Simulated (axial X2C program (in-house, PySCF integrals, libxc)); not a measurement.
# GaH⁺: from the spin-free to the two-component result

Computed with an in-house all-electron X2C program for linear molecules (integrals from PySCF). Spin-free means the one-electron spin-free X2C Hamiltonian; two-component (2c) means X2C with spin–orbit coupling and atomic mean-field two-electron Coulomb and Gaunt terms, so the difference of the two also holds small scalar two-electron terms. Basis: Ga dyall-cv3z [9s9p7d4f1g], H dyall-v3z [6s2p1d] (cores contracted in-house); Gaussian nuclei, density fitting, unrestricted open shells. Masses: Ga 68.926 u, H 1.008 u.

Spin-free state: M_S = 1/2, Λ = 0 (beyond evenly filled blocks: σα); fragments Ga+ + H.

```
  level  Re (Å)  ωe (cm⁻¹)  De (eV)  μ (D)
   PBE0   1.666     1256.4    0.449   0.45
     HF   1.638     1326.5    0.172   0.19
    MP2   1.625     1327.8    0.186    n/a
   CCSD   1.654     1277.4    0.339    n/a
CCSD(T)   1.661     1245.8      n/a    n/a
   TPSS   1.683     1174.1    0.658   0.46
```

Correlated methods: 13 electrons correlated (number of frozen shells: Ga 3 s, 2 p; H none), 193 virtual spin orbitals or spinors in MP2, 90 natural virtuals in coupled cluster.

Dipoles are positive if H is the positive end and refer to the centre of mass.

Two-component determinant lowest at the distance of the search:

Ω = 1/2 (⟨Sz⟩ = 0.50, ⟨Lz⟩ = 0.00 at HF); fragments Ga+ + H.

```
  level  Re (Å)  ωe (cm⁻¹)  De (eV)  μ (D)
   PBE0   1.666     1254.5    0.447   0.45
     HF   1.639     1323.2    0.171   0.19
    MP2   1.626     1324.3    0.184    n/a
   CCSD   1.655     1275.0    0.338    n/a
CCSD(T)   1.662     1243.4      n/a    n/a
   TPSS   1.683     1172.3    0.657   0.46
```

(1) From the two tables, how do the constants change at the CCSD(T) level (2c against spin-free)?

Occupations by symmetry block were frozen at the best pattern of an incomplete PBE0 search. Dissociation energies refer to the lowest single-determinant-based atoms at the same level and basis. De is not given where an atomic determinant may have missed its ground term or J level, or where the truncated virtual space spoils (T). Density functionals use the spin component along the axis (collinear). CCSD and (T) use frozen natural virtuals with an MP2 correction for the truncation; (T) itself is uncorrected, so its De runs slightly low.

Results:

(1) At the CCSD(T) level Re increases by 0.001 Å and ωe drops by 2.4 cm⁻¹.
